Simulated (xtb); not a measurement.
Input for xtb: GFN2-xTB on H3Ta (SMILES [TaH3]), 2S+1 = 1, a spin state set in the input, which need not be the lowest.

```
$ xtb mol.xyz --gfn 2 --sp --chrg 0 --uhf 0
4

Ta    -0.01447179     0.01661877    -0.01410204
H     -1.72618913    -0.14521069    -0.45051234
H      0.62155114    -0.82890031     1.40967721
H      1.06112206     1.02435752    -1.00110698
```

The head of its log:

```
[...]
           -------------------------------------------------
          |                Calculation Setup                |
           -------------------------------------------------



           -------------------------------------------------
          |                 G F N 2 - x T B                 |
           -------------------------------------------------

        Reference                      10.1021/acs.jctc.8b01176
      * Hamiltonian:
        H0-scaling (s, p, d)           1.850000    2.230000    2.230000
        zeta-weighting                 0.500000
      * Dispersion:
        s8                             2.700000
        a1                             0.520000
        a2                             5.000000
        s9                             5.000000
      * Repulsion:
        kExp                           1.500000    1.000000
        rExp                           1.000000
      * Coulomb:
        alpha                          2.000000
        third order                    shell-resolved
        anisotropic                    true
        a3                             3.000000
        a5                             4.000000
        cn-shift                       1.200000
        cn-exp                         4.000000
        max-rad                        5.000000


          ...................................................
          :                      SETUP                      :
          :.................................................:
          :  # basis functions                  13          :
          :  # atomic orbitals                  12          :
          :  # shells                            6          :
          :  # electrons                         8          :
          :  max. iterations                   250          :
          :  Hamiltonian                  GFN2-xTB          :
          :  restarted?                      false          :
          :  GBSA solvation                  false          :
          :  PC potential                    false          :
          :  electronic temp.          300.0000000     K    :
          :  accuracy                    1.0000000          :
          :  -> integral cutoff          0.2500000E+02      :
          :  -> integral neglect         0.1000000E-07      :
          :  -> SCF convergence          0.1000000E-05 Eh   :
          :  -> wf. convergence          0.1000000E-03 e    :
          :  Broyden damping             0.4000000          :
          :  net charge                          0          :
          :  unpaired electrons                  0          :
          ...................................................

 iter      E             dE          RMSdq      gap      omega  full diag
   1     -3.3664072 -0.336641E+01  0.962E+00    0.39       0.0  T
   2     -3.3688309 -0.242374E-02  0.421E+00    0.34       1.0  T
```

Question: Predict the final total energy.

Answer: -3.3629 hartree.
